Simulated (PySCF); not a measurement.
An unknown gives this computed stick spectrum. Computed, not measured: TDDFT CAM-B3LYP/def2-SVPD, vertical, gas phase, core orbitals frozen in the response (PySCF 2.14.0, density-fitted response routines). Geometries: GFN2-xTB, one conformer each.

| state | E (eV) | f |
| --- | --- | --- |
| S1 | 6.05 | 0.019 |
| S2 | 6.39 | 0.123 |
| S3 | 6.50 | 0.0055 |
| S4 | 6.92 | 0.031 |
| S5 | 7.48 | 0.036 |
| S6 | 7.60 | 0.307 |
| S7 | 7.69 | 0.055 |
| S8 | 7.82 | 0.102 |

Triplets computed (Tamm–Dancoff): 5.37, 5.69, 6.03 eV.

Orbital energies (eV): HOMO-3 -11.07, HOMO-2 -10.61, HOMO-1 -9.58, HOMO -9.20, LUMO 0.11, LUMO+1 0.33, LUMO+2 0.84.

Problem. Which structure fits? All have the formula CH11ClSi4.
A. `[SiH3]C[Si]([SiH3])([SiH3])Cl`
B. `[C@@H]([SiH2]Cl)([SiH3])[SiH2][SiH3]`
C. `[SiH3][SiH2]C[SiH2][SiH2]Cl`

Solution. A. Its S1, at 6.05 eV, is the lowest among the candidates; the nearest of the others has S1 at 6.43 eV. S1 is HOMO→LUMO (70%), HOMO→LUMO+1 (25%). Löwdin shares by element: HOMO silicon 57% or more, chlorine 26% (atoms not listed hold the other 17%); LUMO silicon 64% or more, hydrogen 8% or more (atoms not listed hold the other 28%). At the same level the other candidates give, for their lowest levels:
- `[SiH3][SiH2]C[SiH2][SiH2]Cl`: 6.43 eV (f 0.011); 6.88 eV (f 0.016); 7.12 eV (f 0.012); 7.16 eV (f 0.055); 7.41 eV (f 0.017); T1 5.78 eV; HOMO -9.46, LUMO 0.33 eV
- `[SiH3][SiH2][C@@H]([SiH3])[SiH2]Cl`: 7.32 eV (f 0.022); 7.44 eV (f 0.025); 7.47 eV (f 0.004); 7.59 eV (f 0.018); 7.62 eV (f 0.008); T1 6.47 eV; HOMO -9.87, LUMO 0.59 eV

The values belong to the conformer `[SiH3:1][CH2:2][Si:3]([SiH3:4])([SiH3:5])[Cl:6]`: Si1–C2–Si3–Si4 -67°.

Without π bonds the low states are Rydberg-like; a valence basis with one diffuse set may place them up to an eV too high.
